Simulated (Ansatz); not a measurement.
Isolated molecules relaxed with PBE0-D4/def2-TZVP in Ansatz; ΔE leaves out vibrations. CBS: MP2 limit from def2 TZ/QZ plus the TZ coupled-cluster correction, frozen cores. DFT in def2-TZVPP. B3LYP here is the variant with VWN-RPA as its local correlation; programs differ in this. def2 core potentials past Kr. For Sn outer-core shells are correlated without core-valence functions, which leaves a few kJ/mol of doubt a bond.

Consider the redistribution: `C[B]([SiH3])[SnH3]` + `CC(C)[SiH3]` → `CB([SiH3])[SiH3]` + `C[CH](C)[SnH3]`.

`C[B]([SiH3])[SnH3]`:

```xyz
13

C    -0.273   -1.755   -0.347
B    -0.028   -0.274    0.043
Si    0.951    0.250    1.722
Sn   -0.717    1.387   -1.332
H    -0.261   -2.468    0.482
H    -1.126   -1.951   -1.001
H     0.626   -1.989   -0.948
H     1.853    1.418    1.518
H     1.737   -0.854    2.346
H    -0.104    0.666    2.695
H    -1.968    0.890   -2.392
H     0.587    1.919   -2.307
H    -1.278    2.760   -0.479
```

`CC(C)[SiH3]`:

Z-matrix (Å, degrees):
```
C
C 1 1.526
H 1 1.093 2 112.1
H 1 1.095 2 110.9 3 120.4
H 1 1.095 2 111.1 3 -120.4
C 2 1.526 1 111.4 3 -177.7
Si 2 1.884 1 111.1 3 57.8
H 2 1.098 1 108.5 3 -58.4
H 6 1.093 2 112.1 1 177.6
H 6 1.094 2 111.1 1 -61.9
H 6 1.095 2 110.9 1 57.3
H 7 1.489 2 110.8 1 -178.1
H 7 1.490 2 109.9 1 62.2
H 7 1.489 2 110.8 1 -57.5
```

`CB([SiH3])[SiH3]`:

Cartesian coordinates in Å:
```
C 1.377 1.098 0.099
B 0.137 0.164 0.022
Si -0.581 -0.441 -1.764
Si -0.762 -0.558 1.678
H 1.582 1.695 -0.793
H 1.447 1.721 0.994
H 2.213 0.378 0.169
H -1.194 -1.798 -1.736
H 0.432 -0.403 -2.857
H -1.663 0.528 -2.118
H -0.451 0.190 2.930
H -0.295 -1.966 1.857
H -2.243 -0.607 1.519
```

`C[CH](C)[SnH3]`:

```xyz
14

C     0.512   -1.188    0.886
C    -0.148    0.121    0.481
C     0.861    1.255    0.377
Sn   -1.237   -0.110   -1.373
H    -0.211   -1.998    1.006
H     1.043   -1.076    1.839
H     1.250   -1.511    0.145
H    -0.905    0.385    1.227
H     1.394    1.388    1.326
H     1.616    1.051   -0.389
H     0.388    2.209    0.129
H    -0.134   -0.517   -2.619
H    -2.029    1.348   -1.794
H    -2.401   -1.357   -1.239
```

```
             level  ΔE (kcal/mol)  difference from CCSD(T)/CBS
            B2PLYP            6.8                          0.1
               PBE            5.8                         -0.9
              PBE0            6.5                         -0.2
             B3LYP            6.6                         -0.1
     HF/def2-TZVPP            7.8                          1.1
    MP2/def2-TZVPP            7.2                          0.5
   CCSD/def2-TZVPP            6.8                          0.1
CCSD(T)/def2-TZVPP            6.6                         -0.1
    MP2/def2-QZVPP            7.3                          0.6
      HF/CBS(def2)            7.8                          1.1
       CCSD(T)/CBS            6.7                            0
```

Largest T1 diagnostic among the species: 0.014.
